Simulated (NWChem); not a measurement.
System: C3H3BO2; SMILES C(#C)B(C=O)O

```xyz
9

C      0.9544     2.3510     0.2733
C      0.3407     1.3220     0.0751
B     -0.4397     0.0372    -0.1721
O     -1.7972    -0.0070    -0.1988
C      0.2862    -1.3731    -0.4217
O      1.4970    -1.5169    -0.4314
H      1.5107     3.2460     0.4461
H     -2.2046     0.8601    -0.0446
H     -0.3767    -2.2573    -0.5936
```
Atoms are numbered in this order, from 1.

Level: B3LYP/6-31G* (spherical d) (NWChem), optimised geometry, unscaled harmonic frequencies. 

Problem. List the harmonic frequencies with IR intensities, and the thermochemistry.

Solution. 
| frequency (cm⁻¹) | IR intensity (km/mol) |
|---|---|
| 68 | 3.5 |
| 117 | 3.1 |
| 213 | 0.9 |
| 240 | 5.0 |
| 419 | 7.1 |
| 489 | 0.8 |
| 585 | 25.1 |
| 661 | 32.2 |
| 664 | 45.4 |
| 691 | 130.5 |
| 730 | 60.0 |
| 951 | 1.8 |
| 984 | 103.2 |
| 1246 | 155.5 |
| 1354 | 174.1 |
| 1436 | 99.9 |
| 1784 | 51.2 |
| 2187 | 96.7 |
| 2848 | 175.4 |
| 3483 | 32.8 |
| 3749 | 54.8 |

- zero-point energy: 35.6 kcal/mol
- thermal correction to the enthalpy at 298.15 K (with zero-point energy): 40.3 kcal/mol
- heat capacity Cv: 21.9 cal/(mol K)
- entropy at 298.15 K and 1 atm (symmetry number 1): 80.9 cal/(mol K)
- dipole moment: 3.65 D

Rigid rotor and harmonic oscillator; modes under 100 cm⁻¹ make the entropy uncertain.
